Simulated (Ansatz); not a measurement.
Geometry optimisation, Ansatz 0.2.0, RKS PBE-D4/6-31G*.

Input file:

```yaml
crystal:
  periodic: [false, false, false]
  atoms:
    - { symbol: C, position_ang: [-1.0545, 0.8276, -0.3796] }
    - { symbol: B, position_ang: [0.1085, -0.1527, -0.3299] }
    - { symbol: S, position_ang: [1.2042, -0.3654, -1.8391] }
    - { symbol: C, position_ang: [0.4491, -0.9845, 0.9874] }
    - { symbol: F, position_ang: [0.6325, -0.1475, 2.0284] }
    - { symbol: H, position_ang: [-0.9783, 1.6613, 0.3933] }
    - { symbol: H, position_ang: [-1.1081, 1.3674, -1.3812] }
    - { symbol: H, position_ang: [-2.0159, 0.3442, -0.2304] }
    - { symbol: H, position_ang: [2.1088, 0.6649, -1.3392] }
    - { symbol: H, position_ang: [1.2494, -1.6641, 0.8681] }
    - { symbol: H, position_ang: [-0.5303, -1.6083, 1.2428] }
basis:
  gaussian: { orbitals: "6-31G*" }
hamiltonian:
  xc: pbe
  dispersion: d4
relax:
  f_tol: 0.015
  max_steps: 40
```

Run as:

```bash
$ ansatz run input.yaml --threads 1 --pin off --max-ram 2048MiB --backend cpu --events-out ev --progress --plain --runs-dir out
```

Where does it end, and by what steps?

It converged. The force dipped under the threshold on the way, but the program's further checks kept it going. After 16 steps the energy has fallen by 1.298 eV; H9 moved furthest, 1.66 Å.

| step | energy less start (eV) | largest force component (eV/Å) | accepted |
| --- | --- | --- | --- |
| 0 | 0.0000 | 3.422 | yes |
| 1 | -0.3797 | 1.051 | yes |
| 2 | -0.5380 | 0.476 | yes |
| 3 | -0.6677 | 0.639 | yes |
| 4 | -0.8095 | 0.951 | yes |
| 5 | -0.9763 | 0.775 | yes |
| 6 | -1.1154 | 0.783 | yes |
| 7 | -1.2147 | 0.416 | yes |
| 8 | -1.2459 | 0.271 | yes |
| 9 | -1.2630 | 0.341 | yes |
| 10 | -1.2846 | 0.277 | yes |
| 11 | -1.2945 | 0.091 | yes |
| 12 | -1.2958 | 0.111 | yes |
| 13 | -1.2977 | 0.041 | yes |
| 14 | -1.2982 | 0.012 | yes |
| 15 | -1.2983 | 0.068 | yes |
| 16 | -1.2985 | 0.011 | yes |

```xyz
11
Properties=species:S:1:pos:R:3
C -1.112 1.022 -0.325
B 0.125 0.058 -0.354
S 1.099 -0.079 -1.872
C 0.522 -0.799 0.920
F -0.332 -0.550 2.007
H -1.013 1.721 0.526
H -1.284 1.600 -1.247
H -2.021 0.432 -0.104
H 2.025 -0.992 -1.459
H 1.565 -0.585 1.237
H 0.489 -1.886 0.691
```

Whether the end is a true minimum wasn't checked by a vibrational analysis.

Time of the run: 66 s on 1 thread of Arm Neoverse V1 (shared host), peak memory 0.14 GiB.
